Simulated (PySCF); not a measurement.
In(Cl)(OH)(NH2) (ClH3InNO), SMILES [NH2][In]([OH])[Cl].

Geometry optimised at PBE-D3(BJ)/def2-SVP. The def2 effective core potentials stand for the cores of In; spin–orbit coupling is left out. Other conformers were not sampled.

Computed with PBE-D3(BJ)/def2-SVP (PySCF).

Frequencies are harmonic and unscaled.

Computed harmonic wavenumbers and intensities:
| mode | ν (cm⁻¹) | IR (km/mol) | Raman (Å⁴/amu) | depolarisation | moving atoms (share of kinetic energy) |
|---|---|---|---|---|---|
| 1 | 95 | 4.9 | 3.8 | 0.74 | N 42 %, Cl 26 %, In 15 %, H 14 % |
| 2 | 107 | 10.8 | 2.9 | 0.68 | O 57 %, In 12 %, H 11 %, N 10 %, Cl 9 % |
| 3 | 120 | 11.5 | 0.7 | 0.41 | In 32 %, O 27 %, N 23 %, Cl 9 %, H 8 % |
| 4 | 211 | 29.8 | 0.5 | 0.57 | H 92 % |
| 5 | 278 | 91.6 | 0.9 | 0.63 | H 93 % |
| 6 | 345 | 32.1 | 13.9 | 0.16 | Cl 77 %, In 19 % |
| 7 | 494 | 94.7 | 26.4 | 0.09 | N 64 %, H 26 % |
| 8 | 578 | 73.7 | 13.7 | 0.20 | O 77 %, H 12 %, In 10 % |
| 9 | 624 | 29.6 | 8.4 | 0.63 | H 56 %, N 28 %, In 10 % |
| 10 | 808 | 2.3 | 0.3 | 0.54 | H 93 % |
| 11 | 848 | 102.9 | 2.7 | 0.75 | H 92 % |
| 12 | 1476 | 8.9 | 4.1 | 0.55 | H 92 %, N 8 % |
| 13 | 3410 | 17.6 | 183.3 | 0.10 | H 96 % |
| 14 | 3515 | 13.3 | 98.6 | 0.75 | H 92 %, N 8 % |
| 15 | 3700 | 53.2 | 124.5 | 0.26 | H 94 % |
